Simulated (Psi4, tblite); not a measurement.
Intermolecular potential of C2H4 ··· CS2 (SMILES C=C and S=C=S), singlet. Monomers: optimised at B3LYP-D3(BJ) (def2-TZVP), held rigid. Orientation: lowest of the rigid-body minima from ten starts at GFN2-xTB. R is the distance of the centres of mass, along which the second monomer moves.

Computed with: GFN2-xTB (tblite); HF/aug-cc-pVDZ, counterpoise-corrected (Psi4); SAPT0/jun-cc-pVDZ, frozen core (Psi4).

Interaction energies in kcal/mol:

| R / Å | GFN2-xTB | HF/aug-cc-pVDZ |
|---|---|---|
| 2.80 | 0.79 | 14.50 |
| 2.99 | -0.91 | 8.57 |
| 3.21 | -1.64 | 4.58 |
| 3.40 | -1.78 | 2.64 |
| 3.57 | -1.71 | 1.60 |
| 3.82 | -1.49 | 0.77 |
| 4.07 | -1.22 | 0.37 |
| 4.43 | -0.87 | 0.14 |
| 4.89 | -0.54 | 0.05 |
| 5.57 | -0.25 | 0.02 |
| 6.61 | -0.07 | 0.01 |
| 7.92 | 0.00 | 0.01 |

**Question.** What does SAPT0/jun-cc-pVDZ give at the same points?

**Answer.** 2.80: 6.95; 2.99: 3.01; 3.21: 0.65; 3.40: -0.28; 3.57: -0.65; 3.82: -0.78; 4.07: -0.71; 4.43: -0.53; 4.89: -0.33; 5.57: -0.16; 6.61: -0.05; 7.92: -0.02 (kcal/mol).
